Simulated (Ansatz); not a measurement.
Species: CH6B2O, SMILES `BOBC` (charge 0, multiplicity 1), formula CH$_{6}$B$_{2}$O.

### Question
How many basis functions does frozen-core CCSD(T)/cc-pVTZ // B3LYP-D3(BJ)/def2-TZVP (Ansatz, a quantum-chemistry and plane-wave program) use, how many core orbitals are frozen, and how many electrons are correlated?

### Answer
204 basis functions and 4 frozen orbitals, which leaves 22 correlated electrons. Core time is of the order of minutes.
